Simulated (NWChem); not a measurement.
System: CH$_{3}$CdIS; SMILES C[S][Cd][I]

Input file for NWChem:

```
start job
memory heap 200 mb stack 900 mb global 1100 mb
geometry units angstroms
  Cd     0.817134    -0.804215    -0.088521
  I     -0.550215     1.319445     0.853039
  S      0.018329    -1.990676    -2.014662
  C     -1.446311    -0.917534    -2.229463
  H     -2.090936    -0.977146    -1.359594
  H     -1.972078    -1.302125    -3.098184
  H     -1.132543     0.117941    -2.424615
end
basis spherical
  * library def2-svp
end
ecp
  Cd library def2-ecp
  I library def2-ecp
end
dft
  xc xpbe96 cpbe96
  disp vdw 4
  iterations 150
end
driver
  maxiter 120
end
task dft optimize
```

Not confirmed as a minimum by frequencies. def2 effective core potentials on Cd, I; no spin-orbit coupling.

The level has its own optimisation.

Task: Predict the main results of this run. (PBE-D3(BJ)/def2-SVP with def2 effective core potentials on Cd, I.) Quantities: r Cd–I (Å); r Cd–S (Å); r C–S (Å); r C–H (Å); dipole (D).

Result: 
```json
{
  "r Cd–I (Å)": "2.618",
  "r Cd–S (Å)": "2.364",
  "r C–S (Å)": "1.843",
  "r C–H (Å)": "1.107",
  "dipole (D)": "1.98"
}
```
